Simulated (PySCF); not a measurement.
Worked example: dipole moment from atomic charges

CH2GaNO, SMILES O=C=[N][GaH2]. Atoms are numbered in the order given.

```xyz
6

Ga     0.0000     0.0000    -1.1716
H      0.0000     1.4016    -1.8442
H      0.0000    -1.4016    -1.8442
N      0.0000     0.0000     0.6589
C      0.0000     0.0000     1.8582
O      0.0000     0.0000     3.0308
```

Coordinates come from a ωB97X-D3(BJ)/def2-SVP optimisation.

Charges (e) from HF/def2-TZVPD run with PySCF:

```
atom     IAO  ESP fit
----  ------  -------
Ga1    0.862    0.927
H2    -0.192   -0.247
H3    -0.192   -0.247
N4    -0.667   -0.628
C5     0.680    0.637
O6    -0.492   -0.440
```

The dipole moment of the full density is 3.41 D.

### Question
What dipole moment does each set of point charges give, and which comes closer to that of the density?

### Answer

μ = Σ q r, and 1 e Å = 4.8032 D.
IAO: Σ q r = (0.000, 0.000, -0.969) e Å, |μ| = 4.65 D.
ESP fit: Σ q r = (0.000, 0.000, -0.739) e Å, |μ| = 3.55 D.
ESP fit comes closer in size. Point charges leave out the atoms' own dipoles (lone pairs, polarised bonds); fits to the potential absorb them, partitions of the density don't.
